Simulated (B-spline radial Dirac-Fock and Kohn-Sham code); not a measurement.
# Magnetic form factor of the 4d shell of Xe¹⁴⁺

System: Xe¹⁴⁺, configuration [Kr] 4d4.

The computed values come from a radial finite-basis atomic code: relativistic Hartree-Fock (Dirac-Fock) wave functions, averaged over the configuration. ⟨j_K⟩ is the integral of the 4d radial density with the spherical Bessel function j_K(4πsr), s = sin θ/λ.

```tsv
s (Å⁻¹)	⟨j0⟩	⟨j2⟩	⟨j4⟩
0	1.0000	0.0000	0.0000
0.05	0.9878	0.0049	0.0000
0.1	0.9519	0.0191	0.0001
0.15	0.8946	0.0413	0.0007
0.2	0.8196	0.0694	0.0020
0.25	0.7314	0.1011	0.0046
0.3	0.6350	0.1336	0.0088
0.35	0.5354	0.1644	0.0149
0.4	0.4373	0.1912	0.0230
0.45	0.3445	0.2125	0.0330
0.5	0.2603	0.2271	0.0445
0.6	0.1249	0.2349	0.0700
0.7	0.0371	0.2173	0.0946
0.8	-0.0084	0.1822	0.1136
0.9	-0.0224	0.1391	0.1242
1	-0.0170	0.0964	0.1256
1.1	-0.0022	0.0595	0.1188
1.2	0.0146	0.0310	0.1060
1.4	0.0398	-0.0003	0.0721
1.6	0.0479	-0.0064	0.0397
```

Radial moments of the shell: ⟨r²⟩ = 0.6679, ⟨r⁴⟩ = 0.6713, ⟨r⁶⟩ = 0.9318 in powers of bohr.
